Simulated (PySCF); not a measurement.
C₆ coefficients of unlike pairs at PBE0

Calculated with PySCF 2.14 from the dipole response of each species, C₆(A,B) = (3/π) ∫ α_A(iu) α_B(iu) du, in atomic units, from isotropic polarisabilities. For ions this is the dispersion term alone; charge-induced terms of lower order in 1/R come first.

```tsv
species	configuration	basis	relativity	α (bohr³)	C₆ (like pair)
Ne	[Ne] (1S)	dyall-av3z (15s9p3d2f)	spin-free X2C	2.416	5.783
Re²⁺	[Xe] 4f14 5d5 (6S)	aug-cc-pVQZ-PP with ECP60MDF (7s7p6d4f3g2h)	core potential	11.86	73.17
Cu⁺	[Ar] 3d10 (1S)	dyall-av2z (16s12p7d2f)	none	6.367	20.02
Ar	[Ar] (1S)	aug-cc-pV(T+d)Z with one added diffuse shell each of s, p, d, f type (7s6p5d3f)	none	11.40	66.47
```

Estimate C₆ for Cu⁺ with Re²⁺.

The integral gives 38.10. The combination rule 2 C_A C_B / (C_A α_B/α_A + C_B α_A/α_B) gives 38.26 and the geometric mean 38.27.

No spin-orbit coupling is included.

The other pairs:

```tsv
pair	C₆
Re²⁺, Ne	19.95
Ar, Ne	18.57
Ar, Cu⁺	35.90
Cu⁺, Ne	10.52
Ar, Re²⁺	69.42
```
